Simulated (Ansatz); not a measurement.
Abridged output of a molecular run in Ansatz:

```
Functional definition: HF
1678 factors; integrals over basis functions are off by at most 1.0e-3 eV
mean field evaluation 1: about -19947.8159 eV, gradient 3.9e1 eV
mean field evaluation 2: about -19948.1639 eV, gradient 3.9e1 eV
mean field evaluation 4: about -19952.1638 eV, gradient 5.0e0 eV
mean field evaluation 8: about -19952.2526 eV, gradient 3.0e-1 eV
mean field -19952.25309733 eV, -733.2317772040 hartree, gradient 9.2e-6 eV, S^2 0.000000; 0 other end points of the search recorded, 0 dependent functions left out
13 core orbitals not correlated: weight in the atoms' cores, before any rotation towards them, 1.000 or more for the frozen orbitals, at most 0.000 for the correlated occupied ones
reference -19952.25309733 eV, -733.2317772040 hartree; 15, 15 occupied and 261, 261 virtual orbitals, 1678 factors
second order -22.32719861 eV of doubles, -0.00000000 eV of singles
cycle   1  -23.08793855 eV  change   -7.6e-1 eV  update   1.1e-1
cycle   2  -23.70859436 eV  change   -6.2e-1 eV  update   3.3e-2
cycle   3  -23.84156846 eV  change   -1.3e-1 eV  update   1.8e-2
cycle   4  -23.83151144 eV  change    1.0e-2 eV  update   4.2e-3
cycle   5  -23.82928497 eV  change    2.2e-3 eV  update   2.1e-3
cycle   6  -23.82977488 eV  change   -4.9e-4 eV  update   6.1e-4
cycle   7  -23.82946669 eV  change    3.1e-4 eV  update   2.5e-4
cycle   8  -23.82939622 eV  change    7.0e-5 eV  update   7.8e-5
cycle   9  -23.82943154 eV  change   -3.5e-5 eV  update   3.0e-5
cycle  10  -23.82943249 eV  change   -9.5e-7 eV  update   1.1e-5
perturbative correction -0.94643957 eV, -0.0347810126 hartree
Total energy: -19977.02896939 eV, -734.1422737084 hartree
```

Its atoms:

Cartesian coordinates in Å:
```
C 0.058 0.115 -1.409
C 0.697 1.018 -0.350
Si 0.613 0.130 1.327
Si -1.236 -1.082 0.568
O -1.170 -0.443 -0.966
H 0.753 -0.690 -1.683
H -0.163 0.677 -2.320
H 1.717 1.283 -0.639
H 0.124 1.948 -0.270
H 1.827 -0.690 1.586
H 0.414 1.069 2.461
H -2.568 -0.775 1.148
H -1.066 -2.562 0.547
```

(1) Which basis set was used?
A. def2-QZVPP
B. def2-SVPD
C. def2-SVP
D. def2-TZVPP

(2) Write the keys of the input that set method, charge and spin (a neutral closed shell needs none for the last two).

## Answers

(1) D. It gives 289 functions.

(2) 
```yaml
correlation: {method: ccsd_t}
```
